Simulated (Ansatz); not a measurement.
`O[Si](F)(Cl)O[SiH3]` → Cl• + F• + 4 H• + 2 O• + 2 Si•  (atomization)

Calculated with Ansatz (gas phase, PBE0-D4/def2-TZVP geometries, no zero-point term in ΔE). CBS: MP2 limit from def2 TZ/QZ plus the TZ coupled-cluster correction, frozen cores. This one scheme is used for every species, atoms too. Functionals use def2-TZVPP. B3LYP here is the variant with VWN-RPA as its local correlation; programs differ in this. Open shells (•) are unrestricted, without spin–orbit coupling. Spin–orbit coupling would lower the free atoms: a little for Cl, F, O, Si. Each species was taken in one conformer, which may not be the lowest.

| level | ΔE (kJ/mol) |
| --- | --- |
| PBE-D4 | 3861.8 |
| PBE0-D4 | 3797.5 |
| r2SCAN | 3860.4 |
| B3LYP | 3781.4 |
| CCSD/def2-TZVPP | 3708.0 |
| CCSD(T)/def2-TZVPP | 3762.7 |
| MP2/CBS(def2) | 4005.9 |
| CCSD/CBS(def2) | 3834.4 |

(1) What does CCSD(T)/CBS give? (Estimate.)

Largest T1 diagnostic among the species: 0.012.

Results:

(1) Computed: +3889.1 kJ/mol. The listed levels differ from it by -27.3, -91.6, -28.7, -107.7, -181.1, -126.4, 116.8, -54.7 kJ/mol.

From PBE to PBE0 (25 % exact exchange), in def2-TZVPP and without D4, ΔE moves by −60.3 kJ/mol: exact exchange takes away binding that semilocal exchange gives to molecules. In def2-TZVPP, CCSD(T) changes the Hartree–Fock value by +907.4 kJ/mol (the triples alone add +54.7 kJ/mol) and MP2 by +1024.2 kJ/mol; breaking electron pairs costs correlation energy, which Hartree–Fock lacks.

For atomizations the MP2-based limit and the directly extrapolated one differ by several kJ/mol either way, and by 10 to 25 for some Ge, Se and Sn compounds, so smaller differences from it don't rank the levels.
